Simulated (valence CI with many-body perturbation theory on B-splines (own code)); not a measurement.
Level structure of Sc7+

Computed by relativistic CI+MBPT: four valence electrons over a frozen Dirac-Fock core [Ne], a basis of 11 s, 11 p, 9 d, 7 f, 5 g, 2 h, 1 i functions for each j, with the one-electron correlation potential Σ1 (screened to all orders), the two-electron term Σ2, the three-electron term Σ3, Breit, model QED; selected single and double excitations, second order for the rest, scaled by the run's own slope (own B-spline code, finite nucleus).

Against 21 measured levels this calculation errs by 87 cm⁻¹ on average and by 341 at most. These come from a selection out of Sugar and Corliss, J. Phys. Chem. Ref. Data 9, 473 (1980). Levels without a partner in it may be off by more.

Levels 1 to 45 of 70, with energies above the lowest level, 3s2 3p2 3P_0. "Leading %" is the weight of the configuration and term that name the level; weights of strongly mixed levels are sums over their largest components and can fall short. In the jj column 3d3/2^4 stands for four electrons in 3d with j = 3/2.

| No. | Configuration | Term | J | E (cm⁻¹) | Leading % | Leading jj | Second component |
| --- | --- | --- | --- | --- | --- | --- | --- |
| 1 | 3s2 3p2 | 3P | 0 | 0 | 95 | 3s^2 3p1/2^2 (72 %) |  |
| 2 | 3s2 3p2 | 3P | 1 | 2275 | 96 | 3s^2 3p1/2 3p3/2 (96 %) |  |
| 3 | 3s2 3p2 | 3P | 2 | 5517 | 94 | 3s^2 3p3/2^2 (52 %) |  |
| 4 | 3s2 3p2 | 1D | 2 | 25124 | 94 | 3s^2 3p1/2 3p3/2 (52 %) |  |
| 5 | 3s2 3p2 | 1S | 0 | 55049 | 94 | 3s^2 3p3/2^2 (71 %) |  |
| 6 | 3s 3p3 | 5S° | 2 | 129470 | 99 | 3s 3p1/2 3p3/2^2 (55 %) |  |
| 7 | 3s 3p3 | 3D° | 1 | 179920 | 86 | 3s 3p1/2 3p3/2^2 (38 %) | 11 % 3s2 3p 3d 3D° |
| 8 | 3s 3p3 | 3D° | 2 | 180000 | 86 | 3s 3p1/2 3p3/2^2 (57 %) | 11 % 3s2 3p 3d 3D° |
| 9 | 3s 3p3 | 3D° | 3 | 180470 | 87 | 3s 3p1/2 3p3/2^2 (87 %) | 11 % 3s2 3p 3d 3D° |
| 10 | 3s 3p3 | 3P° | 0 | 207750 | 87 | 3s 3p1/2 3p3/2^2 (87 %) | 10 % 3s2 3p 3d 3P° |
| 11 | 3s 3p3 | 3P° | 1 | 207830 | 87 | 3s 3p1/2 3p3/2^2 (58 %) | 10 % 3s2 3p 3d 3P° |
| 12 | 3s 3p3 | 3P° | 2 | 207880 | 85 | 3s 3p3/2^3 (47 %) | 10 % 3s2 3p 3d 3P° |
| 13 | 3s 3p3 | 1D° | 2 | 228600 | 54 | 3s 3p1/2 3p3/2^2 (41 %) | 42 % 3s2 3p 3d 1D° |
| 14 | 3s 3p3 | 3S° | 1 | 272760 | 85 | 3s 3p1/2 3p3/2^2 (52 %) | 9 % 3s 3p3 1P° |
| 15 | 3s2 3p 3d | 3F° | 2 | 278170 | 96 | 3s^2 3p1/2 3d3/2 (73 %) |  |
| 16 | 3s2 3p 3d | 3F° | 3 | 280140 | 96 | 3s^2 3p3/2 3d3/2 (48 %) |  |
| 17 | 3s 3p3 | 1P° | 1 | 281850 | 76 | 3s 3p3/2^3 (44 %) | 11 % 3s2 3p 3d 1P° |
| 18 | 3s2 3p 3d | 3F° | 4 | 282920 | 96 | 3s^2 3p3/2 3d5/2 (96 %) |  |
| 19 | 3s2 3p 3d | 3P° | 2 | 319640 | 53 | 3s^2 3p1/2 3d5/2 (58 %) | 19 % 3s2 3p 3d 1D° |
| 20 | 3s2 3p 3d | 3P° | 1 | 322520 | 81 | 3s^2 3p3/2 3d5/2 (29 %) | 10 % 3s 3p3 3P° |
| 21 | 3s2 3p 3d | 1D° | 2 | 323570 | 35 | 3s^2 3p3/2 3d5/2 (53 %) | 28 % 3s2 3p 3d 3P° |
| 22 | 3s2 3p 3d | 3P° | 0 | 323660 | 86 | 3s^2 3p3/2 3d3/2 (86 %) | 10 % 3s 3p3 3P° |
| 23 | 3s2 3p 3d | 3D° | 1 | 329860 | 80 | 3s^2 3p3/2 3d3/2 (50 %) | 10 % 3s 3p3 3D° |
| 24 | 3s2 3p 3d | 3D° | 2 | 330750 | 81 | 3s^2 3p3/2 3d3/2 (53 %) | 10 % 3s 3p3 3D° |
| 25 | 3s2 3p 3d | 3D° | 3 | 331180 | 85 | 3s^2 3p3/2 3d5/2 (58 %) | 10 % 3s 3p3 3D° |
| 26 | 3s2 3p 3d | 1F° | 3 | 363620 | 95 | 3s^2 3p3/2 3d3/2 (39 %) |  |
| 27 | 3s2 3p 3d | 1P° | 1 | 373040 | 84 | 3s^2 3p3/2 3d5/2 (55 %) | 10 % 3s 3p3 1P° |
| 28 | 3p4 | 3P | 2 | 387160 | 55 | 3p1/2^2 3p3/2^2 (48 %) | 38 % 3s 3p2 3d 3P |
| 29 | 3p4 | 3P | 1 | 390590 | 57 | 3p1/2 3p3/2^3 (57 %) | 40 % 3s 3p2 3d 3P |
| 30 | 3p4 | 3P | 0 | 391820 | 56 | 3p3/2^4 (34 %) | 40 % 3s 3p2 3d 3P |
| 31 | 3p4 | 1D | 2 | 398980 | 61 | 3p1/2 3p3/2^3 (52 %) | 31 % 3s 3p2 3d 1D |
| 32 | 3s 3p2 3d | 5F | 1 | 406970 | 99 | 3s 3p1/2 3p3/2 3d3/2 (41 %) |  |
| 33 | 3s 3p2 3d | 5F | 2 | 407630 | 98 | 3s 3p1/2 3p3/2 3d3/2 (49 %) |  |
| 34 | 3s 3p2 3d | 5F | 3 | 408640 | 98 | 3s 3p1/2 3p3/2 3d3/2 (42 %) |  |
| 35 | 3s 3p2 3d | 5F | 4 | 410030 | 98 | 3s 3p1/2 3p3/2 3d5/2 (56 %) |  |
| 36 | 3s 3p2 3d | 5F | 5 | 411820 | 99 | 3s 3p3/2^2 3d5/2 (63 %) |  |
| 37 | 3s 3p2 3d | 5D | 0 | 420220 | 99 | 3s 3p1/2 3p3/2 3d3/2 (81 %) |  |
| 38 | 3s 3p2 3d | 5D | 1 | 420400 | 99 | 3s 3p1/2 3p3/2 3d3/2 (58 %) |  |
| 39 | 3s 3p2 3d | 5D | 2 | 420760 | 98 | 3s 3p1/2 3p3/2 3d3/2 (30 %) |  |
| 40 | 3s 3p2 3d | 5D | 3 | 421300 | 97 | 3s 3p3/2^2 3d3/2 (25 %) |  |
| 41 | 3s 3p2 3d | 5D | 4 | 422070 | 97 | 3s 3p1/2 3p3/2 3d5/2 (54 %) |  |
| 42 | 3s 3p2 3d | 3F | 2 | 435910 | 92 | 3s 3p1/2 3p3/2 3d3/2 (39 %) | 7 % 3s2 3d2 3F |
| 43 | 3s 3p2 3d | 3F | 3 | 437150 | 91 | 3s 3p1/2 3p3/2 3d3/2 (34 %) | 7 % 3s2 3d2 3F |
| 44 | 3s 3p2 3d | 3F | 4 | 438930 | 90 | 3s 3p3/2^2 3d5/2 (55 %) | 7 % 3s2 3d2 3F |
| 45 | 3p4 | 1S | 0 | 453110 | 60 | 3p1/2^2 3p3/2^2 (40 %) | 31 % 3s 3p2 3d 1S |

Names give the largest LS component (configuration and term), which can be under half, so a name can repeat, a term be missing and a line seem to break the LS rules; names also repeat where a configuration has a term twice.

The ionisation energy to 3s2 3p 2P°_1/2 of the next ion comes out as 158.28 eV (NIST: 158.08 ± 0.25 eV (semi-empirical)). All 70 levels together are meant to be complete up to 533540 cm⁻¹.
